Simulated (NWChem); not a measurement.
All runs are NWChem calculations. System: HFSi, charge 0, spin multiplicity 1, at a geometry optimised with PBE0/def2-SVP. The structure started from a generated list of species. Level: real-time TD-PBE0/6-31G* (spherical d).

NWChem printed:

```
             Northwest Computational Chemistry Package (NWChem) 7.3.0
             --------------------------------------------------------

                                NWChem Input Module
                                -------------------

 Scaling coordinates for geometry "system" by  1.889725989
 (inverse scale =  0.529177249)

                              Geometry "system" -> ""
                              -----------------------

 Output coordinates in angstroms (scale by  1.889725989 to convert to a.u.)

  No.       Tag          Charge          X              Y              Z
 ---- ---------------- ---------- -------------- -------------- --------------
    1 Si                  14.0000    -0.45601900     0.40367400     0.00000000
    2 H                    1.0000     0.55367500     1.57542900     0.00000000
    3 F                    9.0000     0.64784400    -0.80298500     0.00000000

 Effective nuclear repulsion energy (a.u.)      47.5611188159

            Nuclear Dipole moment (a.u.)
            ----------------------------
        X                 Y               Z
 ---------------- ---------------- ----------------
     0.0000094486    -0.0000000000     0.0000000000


 Summary of "ao basis" -> "" (spherical)
 ------------------------------------------------------------------------------
       Tag                 Description            Shells   Functions and Types
 ---------------- ------------------------------  ------  ---------------------
 *                           6-31g*                   on all atoms

                                 NWChem DFT Module
                                 -----------------

 Summary of "ao basis" -> "ao basis" (spherical)
 ------------------------------------------------------------------------------
       Tag                 Description            Shells   Functions and Types
 ---------------- ------------------------------  ------  ---------------------
 Si                          6-31g*                  8       18   4s3p1d
 H                           6-31g*                  2        2   2s
 F                           6-31g*                  6       14   3s2p1d

 Summary of "ao basis" -> "ao basis" (spherical)
 ------------------------------------------------------------------------------
       Tag                 Description            Shells   Functions and Types
 ---------------- ------------------------------  ------  ---------------------
[...]
         3        2.00       -5.37886941E+00
         4        2.00       -3.71601099E+00
         5        2.00       -3.71151438E+00
         6        2.00       -3.70628306E+00
         7        2.00       -1.20371710E+00
         8        2.00       -5.49631808E-01
         9        2.00       -4.51158706E-01
        10        2.00       -4.42331840E-01
        11        2.00       -4.10081130E-01
        12        2.00       -2.52066620E-01
        13        0.00       -9.30629186E-02
        14        0.00        1.30079307E-02
        15        0.00        1.03514748E-01
        16        0.00        1.87073432E-01
        17        0.00        2.48820093E-01
        18        0.00        2.52321511E-01
        19        0.00        3.35216003E-01
        20        0.00        5.75791018E-01
        21        0.00        6.00221912E-01
        22        0.00        6.03610545E-01
        23        0.00        6.64975966E-01
        24        0.00        8.24269446E-01
        25        0.00        1.05259361E+00
        26        0.00        1.28884285E+00
        27        0.00        1.30724893E+00
        28        0.00        1.33987782E+00
        29        0.00        1.75969601E+00
        30        0.00        1.84925015E+00
        31        0.00        1.85516509E+00
        32        0.00        1.99379691E+00
        33        0.00        2.00887650E+00
        34        0.00        2.74611884E+00

  int2e_file: Failed to allocate cache ... halving

kick      0.00000        ### Propagation started ###
kick      0.00000        ### Checks passed ###
kick      0.00000   0.000000000000E+000   1.000000000000E-004   0.000000000000E+000     # Applied E-field [system] (alpha spin)
kick      0.00000   0.000000000000E+000   1.000000000000E-004   0.000000000000E+000     # Applied E-field [system] (beta spin)
kick      0.00000   4.756111881586E+001     # Enuc
kick      0.00000  -6.357835557907E+002     # Ecore
kick      0.00000   2.300625086963E+002     # Ecoul
kick      0.00000  -3.152025448160E+001     # Exc(1)
kick      0.00000   0.000000000000E+000     # Exc(2)
kick      0.00000  -3.896801827602E+002     # Etot
kick      0.00000  -2.273736754432E-013     # Eadded
kick      0.00000  -1.633071957290E-001   3.350002228447E-001   3.862334716084E-014     # Dipole moment [system]
kick      0.00000        ### Saved restart file ###
kick      0.00000   8.889084579522E-009     # Magnus interpol (matrix 1 of 1)
kick      0.00000                     2     # Magnus total interpolations
kick      0.20000   0.000000000000E+000   0.000000000000E+000   0.000000000000E+000     # Applied E-field [system] (alpha spin)
kick      0.20000   0.000000000000E+000   0.000000000000E+000   0.000000000000E+000     # Applied E-field [system] (beta spin)
kick      0.20000   4.756111881586E+001     # Enuc
kick      0.20000  -6.357835506258E+002     # Ecore
kick      0.20000   2.300625031053E+002     # Ecoul
kick      0.20000  -3.152025405518E+001     # Exc(1)
kick      0.20000   0.000000000000E+000     # Exc(2)
kick      0.20000  -3.896801827598E+002     # Etot
kick      0.20000   3.638547241280E-010     # Eadded
kick      0.20000  -1.633064656050E-001   3.350127798673E-001   3.851981895365E-014     # Dipole moment [system]
kick      0.20000   8.943459306465E-009     # Magnus interpol (matrix 1 of 1)
kick      0.20000                     2     # Magnus total interpolations
kick      0.40000   0.000000000000E+000   0.000000000000E+000   0.000000000000E+000     # Applied E-field [system] (alpha spin)
kick      0.40000   0.000000000000E+000   0.000000000000E+000   0.000000000000E+000     # Applied E-field [system] (beta spin)
kick      0.40000   4.756111881586E+001     # Enuc
...
kick     28.20000   0.000000000000E+000   0.000000000000E+000   0.000000000000E+000     # Applied E-field [system] (beta spin)
kick     28.20000   4.756111881586E+001     # Enuc
kick     28.20000  -6.357835900005E+002     # Ecore
kick     28.20000   2.300625452451E+002     # Ecoul
kick     28.20000  -3.152025685628E+001     # Exc(1)
kick     28.20000   0.000000000000E+000     # Exc(2)
kick     28.20000  -3.896801827958E+002     # Etot
kick     28.20000  -3.564139205992E-008     # Eadded
kick     28.20000  -1.632930205912E-001   3.349829886306E-001   3.419571572403E-014     # Dipole moment [system]
kick     28.20000   9.463163586076E-011     # Magnus interpol (matrix 1 of 1)
kick     28.20000                     2     # Magnus total interpolations
kick     28.40000   0.000000000000E+000   0.000000000000E+000   0.000000000000E+000     # Applied E-field [s
```

Problem. Write an NWChem input that would produce this output.

Solution. Several could match; the one computed here: 
```
start mol
memory heap 200 mb stack 900 mb global 1100 mb
geometry "system" units angstroms nocenter noautoz noautosym
  Si    -0.456019     0.403674     0.000000
  H      0.553675     1.575429     0.000000
  F      0.647844    -0.802985     0.000000
end
set geometry "system"
basis spherical
  * library 6-31g*
end
dft
  xc pbe0
  semidirect memsize 60000000 filesize 0
  iterations 100
  convergence energy 1e-10 density 1e-9 gradient 1e-8
  tolerances tight
end
task dft energy
rt_tddft
  tmax 200.0
  dt 0.2
  tag "kick"
  print dipole
  field "kick"
    type delta
    polarization y
    max 0.0001
  end
  excite "system" with "kick"
end
task dft rt_tddft
```
